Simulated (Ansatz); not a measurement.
A made-up structure of BH2TeF, closed shell:

```
5
angstrom
F 2.8145 -0.5279 -0.3634
B -0.3096 -0.6285 0.1490
Te 1.2072 0.5336 -0.8218
H -0.3095 -1.8149 -0.0007
H 0.6460 1.9758 -0.2277
```

It is relaxed with PBE-D4/def2-SVP and then PBE0-D4/def2-TZVP (Ansatz 0.2.0). Atoms count as bonded within 1.22 times the sum of their covalent radii (H–H: 0.88 Å). The end point is not checked to be a true minimum.

Does its bonding change? (A judgement: the text doesn't fix the answer.)

The calculation gives: Yes. Formed: B2–H5; broken: Te3–H5.

Where it ends: The first stage lowers the energy by 1.29 eV in 11 steps. It ends as BH₂TeF ([BH2][Te][F]):
```xyz
5
angstrom
F 2.8803 0.7361 -0.8402
B 0.1679 -0.3132 0.0998
Te 1.3472 -0.1268 -1.5870
H -0.8858 -0.8397 -0.0951
H 0.5389 0.0817 1.1578
```

Labels in which every atom is bracketed show which atoms are joined, not bond orders.

For scale, one of the runs: PBE0-D4/def2-TZVP relaxation, 124 basis functions, launched by `ansatz run in.yaml --threads 2 --pin off --events-out ev --progress --plain --max-ram 4352MiB`. Hardware: 2 CPU threads of an Intel Xeon Platinum 8259CL, shared host. Wall time about 92 s.
